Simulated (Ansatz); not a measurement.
Compare A (`O[Si@H]1C[C@@H]1[SiH3]`) with its isomer B (`C=C([SiH3])[SiH2]O`).

Program: Ansatz. Geometries: PBE0-D4/def2-TZVP. ΔE: electronic, gas phase. CBS: MP2 limit from def2 TZ/QZ plus the TZ coupled-cluster correction, frozen cores. DFT in def2-TZVPP. B3LYP here is the variant with VWN-RPA as its local correlation; programs differ in this. One conformer a species, not always the lowest.

Q: Which is lower in electronic energy at CCSD(T)/CBS, and by how much? (Estimate.)

A: Computed: B, by 7.5 kcal/mol.

Q: Give E(B) − E(A) in kcal/mol with CCSD(T)/def2-TZVPP, B3LYP, r2SCAN-D4, CCSD/def2-TZVPP, B2PLYP, B3LYP-D4, HF/def2-TZVPP. (Estimate.)

A: The calculation gave: CCSD(T)/def2-TZVPP -8.1, B3LYP -9.2, r2SCAN-D4 -4.6, CCSD/def2-TZVPP -8.2, B2PLYP -8.4, B3LYP-D4 -9.5, HF/def2-TZVPP -14.1. None reverses the order clearly.

Largest T1 diagnostic: 0.012.

In def2-TZVPP, CCSD(T) changes the Hartree–Fock value by +6.0 kcal/mol (the triples alone add +0.1 kcal/mol) and MP2 by +8.5 kcal/mol.
